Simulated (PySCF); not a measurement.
A structure optimised at GFN2-xTB (Å):
```
atom  x, y, z in Å
N1    -2.430    0.316   -0.327
C2    -1.541   -0.696   -0.409
O3    -1.789   -1.810   -0.791
C4    -0.200   -0.306    0.021
C5     0.936   -0.099    0.353
C6     2.298    0.219    0.769
F7     2.406    1.499    1.166
F8     3.181    0.046   -0.222
F9     2.702   -0.539    1.796
H10   -2.175    1.230    0.003
H11   -3.383    0.142   -0.600
```

Neutral, closed shell.

Which heavy atoms are bonded, and with what formal order?

N1–C2 1.35 Å (single); C2–O3 1.20 Å (double); C2–C4 1.46 Å (single); C4–C5 1.20 Å (triple); C5–C6 1.46 Å (single); C6–F7 1.34 Å (single); C6–F8 1.34 Å (single); C6–F9 1.34 Å (single). Bonds to hydrogen (Å): N1–H10 1.00; N1–H11 1.01.

Write the SMILES.

`NC(=O)C#CC(F)(F)F`, C4H2F3NO. Among its features: amide, alkyne, CF3 group and C–F bond.

What is the point group of this geometry?

Cs (tolerance 0.08 Å).

Classify the heavy atoms.

N1: amide nitrogen; C2: amide carbonyl carbon; O3: amide oxygen; C4: alkyne carbon; C5: alkyne carbon; C6: CF3 carbon; F7/F8/F9: fluorine of a CF3 group.

What is the arrangement about C4?

It has 2 neighbours (C2, C5) and is almost linear (angle 174.3°).

What is the arrangement about C6?

It has 4 neighbours (C5, F7, F8, F9) and is tetrahedral (angles from 106.8° to 112.1°).

The numbers are calculated, not measured.
